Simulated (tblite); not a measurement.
C6H15NSi2.
SMILES with atom numbers: `[CH2:1]=[CH:2][CH2:3][NH:4][Si@H:5]1[CH2:6][Si@@H:7]([CH3:8])[CH2:9]1` (hydrogens: H10, H11 on C1; H12 on C2; H13, H14 on C3; H15 on N4; H16 on Si5; H17, H18 on C6; H19 on Si7; H20, H21, H22 on C8; H23, H24 on C9)

Computed with GFN2-xTB (tblite), gas phase: L-BFGS steps from a force-field or distance-geometry start until the largest atomic force falls under 0.01 eV/Å.

Geometry at step 84:
```
atom  x, y, z in Å
C1      4.5081    0.1154    0.0600
C2      3.3216   -0.1126   -0.4759
C3      2.2377    0.9216   -0.6377
N4      1.0404    0.6938    0.1522
Si5     0.0121   -0.6797    0.0412
C6     -1.4555   -0.5630    1.2704
Si7    -2.7164   -0.7294   -0.1602
C8     -3.8869    0.7554   -0.3441
C9     -1.2540   -0.6521   -1.3951
H10     4.7787    1.0868    0.4433
H11     5.2550   -0.6581    0.1671
H12     3.0876   -1.0968   -0.8535
H13     1.9371    0.9716   -1.6943
H14     2.6580    1.8881   -0.3594
H15     1.0519    1.1695    1.0622
H16     0.6873   -1.9864    0.1313
H17    -1.5251    0.3587    1.8482
H18    -1.4776   -1.3679    2.0012
H19    -3.4190   -2.0301   -0.1828
H20    -4.4147    0.9503    0.5887
H21    -3.3514    1.6656   -0.6220
H22    -4.6284    0.5451   -1.1092
H23    -1.2022   -1.4807   -2.0944
H24    -1.2563    0.2546   -1.9961
```

**Question.** Give the atomic forces at this geometry.

**Answer.** 
```json
{"atom": "C1", "Fx (eV/Å)": "-0.123", "Fy (eV/Å)": "0.009", "Fz (eV/Å)": "0.090"}
{"atom": "C2", "Fx (eV/Å)": "-0.004", "Fy (eV/Å)": "-0.039", "Fz (eV/Å)": "-0.041"}
{"atom": "C3", "Fx (eV/Å)": "0.065", "Fy (eV/Å)": "0.036", "Fz (eV/Å)": "0.058"}
{"atom": "N4", "Fx (eV/Å)": "-0.026", "Fy (eV/Å)": "0.290", "Fz (eV/Å)": "0.584"}
{"atom": "Si5", "Fx (eV/Å)": "-0.037", "Fy (eV/Å)": "-0.015", "Fz (eV/Å)": "-0.007"}
{"atom": "C6", "Fx (eV/Å)": "0.091", "Fy (eV/Å)": "-0.008", "Fz (eV/Å)": "0.090"}
{"atom": "Si7", "Fx (eV/Å)": "0.041", "Fy (eV/Å)": "0.057", "Fz (eV/Å)": "0.043"}
{"atom": "C8", "Fx (eV/Å)": "-0.029", "Fy (eV/Å)": "-0.001", "Fz (eV/Å)": "0.094"}
{"atom": "C9", "Fx (eV/Å)": "-0.031", "Fy (eV/Å)": "-0.011", "Fz (eV/Å)": "-0.078"}
{"atom": "H10", "Fx (eV/Å)": "0.009", "Fy (eV/Å)": "0.007", "Fz (eV/Å)": "-0.020"}
{"atom": "H11", "Fx (eV/Å)": "-0.100", "Fy (eV/Å)": "0.080", "Fz (eV/Å)": "-0.068"}
{"atom": "H12", "Fx (eV/Å)": "-0.126", "Fy (eV/Å)": "-0.040", "Fz (eV/Å)": "0.032"}
{"atom": "H13", "Fx (eV/Å)": "0.028", "Fy (eV/Å)": "-0.130", "Fz (eV/Å)": "0.124"}
{"atom": "H14", "Fx (eV/Å)": "-0.033", "Fy (eV/Å)": "0.177", "Fz (eV/Å)": "-0.022"}
{"atom": "H15", "Fx (eV/Å)": "0.176", "Fy (eV/Å)": "-0.399", "Fz (eV/Å)": "-0.649"}
{"atom": "H16", "Fx (eV/Å)": "0.014", "Fy (eV/Å)": "0.012", "Fz (eV/Å)": "-0.002"}
{"atom": "H17", "Fx (eV/Å)": "0.016", "Fy (eV/Å)": "-0.034", "Fz (eV/Å)": "-0.152"}
{"atom": "H18", "Fx (eV/Å)": "-0.007", "Fy (eV/Å)": "-0.014", "Fz (eV/Å)": "-0.082"}
{"atom": "H19", "Fx (eV/Å)": "0.024", "Fy (eV/Å)": "0.172", "Fz (eV/Å)": "0.028"}
{"atom": "H20", "Fx (eV/Å)": "0.024", "Fy (eV/Å)": "-0.005", "Fz (eV/Å)": "-0.132"}
{"atom": "H21", "Fx (eV/Å)": "-0.103", "Fy (eV/Å)": "-0.220", "Fz (eV/Å)": "0.051"}
{"atom": "H22", "Fx (eV/Å)": "-0.005", "Fy (eV/Å)": "0.112", "Fz (eV/Å)": "0.017"}
{"atom": "H23", "Fx (eV/Å)": "0.062", "Fy (eV/Å)": "-0.039", "Fz (eV/Å)": "0.013"}
{"atom": "H24", "Fx (eV/Å)": "0.074", "Fy (eV/Å)": "0.002", "Fz (eV/Å)": "0.028"}
```

The largest, 0.78 eV/Å, acts on H15; the rms over all components is 0.139 eV/Å. The forces sum to zero within rounding, as they must for an isolated molecule in no field.

**Question.** Give the force on H15 in Eh/bohr and in nN.

**Answer.** 0.782 eV/Å ÷ 51.422 = 0.01521 Eh/bohr, and 0.782 eV/Å × 1.602 = 1.25 nN.

**Question.** How far is this geometry from the end of the optimisation?

**Answer.** 0.123 eV above it, and 0.458 Å rms away after alignment. The bonds farthest from their final lengths, with half the difference of the two atoms' forces along the bond (positive lengthens):

```json
{"bond": "N4–H15", "now (Å)": "1.027", "final (Å)": "1.010", "force along bond (eV/Å)": "-0.70"}
{"bond": "Si5–C6", "now (Å)": "1.918", "final (Å)": "1.908", "force along bond (eV/Å)": "-0.02"}
{"bond": "C2–C3", "now (Å)": "1.507", "final (Å)": "1.499", "force along bond (eV/Å)": "0.00"}
{"bond": "Si7–H19", "now (Å)": "1.479", "final (Å)": "1.471", "force along bond (eV/Å)": "-0.05"}
{"bond": "C8–H21", "now (Å)": "1.092", "final (Å)": "1.085", "force along bond (eV/Å)": "-0.10"}
{"bond": "C3–H13", "now (Å)": "1.100", "final (Å)": "1.094", "force along bond (eV/Å)": "-0.03"}
```

The angle farthest from its final value is N4–Si5–C9, 115.6° against 111.0°.

Of the 2 listed bonds off by 0.010 Å or more, this force points towards the final length in 2.

The cost below is that of the whole relaxation. Hardware: one thread of an Arm Neoverse N1, on a shared host. Cost: 4.3 s wall.
